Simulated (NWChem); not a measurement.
Molecule: GaNH₂BrCl; SMILES [NH2][Ga]([Cl])[Br]

```xyz
6

Ga    -0.3382     0.5110    -0.0206
Cl     1.1944     2.0304     0.0145
Br     0.2837    -1.7035     0.0070
N     -2.0877     0.9995     0.0758
H     -2.7964     0.3253    -0.1888
H     -2.3400     1.9442    -0.1911
```
Atoms are numbered in this order, from 1.

All runs: NWChem. All runs use the structure optimised with B3LYP/6-31G* (spherical d).

**Question.** What does the run give for Hartree-Fock/def2-SVP? Quantities: highest occupied level (eV); orbital gap (eV); dipole (D).

**Answer.** 
| Quantity | Value |
|---|---|
| highest occupied level (eV) | -11.36 |
| orbital gap (eV) | 13.43 |
| dipole (D) | 2.71 |
